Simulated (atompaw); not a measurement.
**Reading a pseudo-wave (P)**

Columns: radius, all-electron u(r) and pseudo u(r) of the 3p shell (level -5.89 eV) of phosphorus in the configuration [Ne] 3s1.5 3p3.5; LDA (PW92), non-relativistic, PAW (atompaw) scheme, atompaw 4.2.0.5.

```
r (bohr)  all-electron   pseudo
   0.079        0.0970  -0.0047
   0.158        0.2244  -0.0187
   0.237        0.2944  -0.0415
   0.315        0.3022  -0.0719
   0.394        0.2630  -0.1097
   0.473        0.1932  -0.1533
   0.552        0.1061  -0.2013
   0.631        0.0116  -0.2523
   0.710       -0.0838  -0.3046
   0.788       -0.1745  -0.3564
   0.867       -0.2600  -0.4074
   0.946       -0.3378  -0.4558
   1.025       -0.4069  -0.5007
   1.104       -0.4672  -0.5411
   1.183       -0.5189  -0.5766
   1.262       -0.5622  -0.6068
   1.340       -0.5974  -0.6313
   1.419       -0.6258  -0.6509
   1.498       -0.6477  -0.6656
   1.577       -0.6636  -0.6758
   1.656       -0.6742  -0.6819
   1.735       -0.6802  -0.6845
   1.813       -0.6820  -0.6841
   1.892       -0.6804  -0.6811
   1.971       -0.6756  -0.6757
   2.050       -0.6683  -0.6683
```

How many radial nodes do the two functions have?

The all-electron 3p function has n − l − 1 = 1; the pseudo-wave has 0, since the states of the same l below it are removed with the core.

Is the pseudo-wave norm-conserving?

No, it belongs to a PAW set: the norm inside the radius is not constrained, and the difference is carried by the augmentation charge.
